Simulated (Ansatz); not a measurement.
Cl2H2SSn, SMILES `[SH][SnH]([Cl])[Cl]`. Total charge 0; spin multiplicity 1. Sn takes the def2 core potential. The geometry is a stationary point of PBE0-D4/def2-TZVP. It is one conformer, not always the lowest.

```xyz
6

S     0.008    1.388    1.362
Sn   -0.164   -0.143   -0.446
Cl    0.683   -2.190    0.229
Cl   -2.427   -0.389   -0.834
H     1.292    1.054    1.586
H     0.608    0.281   -1.897
```

Problem. What is the dipole moment at PBE/def2-TZVPP? (An estimate is asked.)

Solution. The calculation gave: 2.27 D, with components (1.74, 1.34, -0.56) D in this frame, pointing from negative to positive charge.

Problem. And with r2SCAN, B3LYP, ωB97M-V? (Best estimate.)

Solution. The calculation gave: r2SCAN 2.38 D, B3LYP 2.35 D, ωB97M-V 2.38 D.

Problem. Give the Mulliken charges with PBE, r2SCAN, ωB97M-V in def2-TZVPP. (Estimate.)

Solution. Ansatz gave: 
| atom | PBE | r2SCAN | ωB97M-V |
| --- | --- | --- | --- |
| S1 | -0.31 | -0.32 | -0.29 |
| Sn2 | 0.91 | 0.98 | 0.84 |
| Cl3 | -0.32 | -0.35 | -0.32 |
| Cl4 | -0.32 | -0.35 | -0.31 |
| H5 | 0.13 | 0.12 | 0.13 |
| H6 | -0.08 | -0.08 | -0.05 |

B3LYP here is the variant with VWN-RPA as its local correlation; programs differ in this.
